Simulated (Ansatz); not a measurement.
C4H9Al (`C=C[CH2][AlH][CH3]`). The species carries charge 0 and has multiplicity 1. The geometry is a stationary point of PBE0-D4/def2-TZVP. It is one conformer, not always the lowest.

```xyz
14

C    -0.888    0.866   -1.345
C     0.039   -0.142   -1.368
C    -0.154   -1.460   -0.825
Al   -0.419   -0.179    0.762
C     1.091    0.521    1.787
H    -0.608    1.875   -1.615
H    -1.948    0.656   -1.244
H     1.071    0.156   -1.551
H    -1.131   -1.915   -0.967
H     0.677   -2.149   -0.912
H    -1.923   -0.211    1.257
H     0.893    1.532    2.156
H     2.014    0.555    1.202
H     1.285   -0.105    2.664
```

(1) What is the dipole moment at PBE/def2-TZVPP? (Estimate.)

(2) And with r2SCAN, B3LYP, ωB97M-V? (An estimate is asked.)

(3) Give the Mulliken charges with PBE, B3LYP, ωB97M-V in def2-TZVPP. (Estimate.)

## Answers

(1) Ansatz gave: 1.25 D, with components (0.81, 0.08, -0.95) D in this frame, pointing from negative to positive charge.

(2) The calculation gave: r2SCAN 1.31 D, B3LYP 1.28 D, ωB97M-V 1.34 D.

(3) The calculation gave: 
| atom | PBE | B3LYP | ωB97M-V |
| --- | --- | --- | --- |
| C1 | -0.26 | -0.30 | -0.29 |
| C2 | -0.04 | -0.02 | -0.04 |
| C3 | -0.27 | -0.32 | -0.38 |
| Al4 | 0.36 | 0.45 | 0.44 |
| C5 | -0.44 | -0.45 | -0.52 |
| H6 | 0.10 | 0.11 | 0.11 |
| H7 | 0.12 | 0.13 | 0.14 |
| H8 | 0.10 | 0.11 | 0.12 |
| H9 | 0.09 | 0.10 | 0.12 |
| H10 | 0.09 | 0.09 | 0.11 |
| H11 | -0.12 | -0.14 | -0.11 |
| H12 | 0.09 | 0.09 | 0.11 |
| H13 | 0.08 | 0.08 | 0.09 |
| H14 | 0.09 | 0.08 | 0.11 |

B3LYP here is the variant with VWN-RPA as its local correlation; programs differ in this.
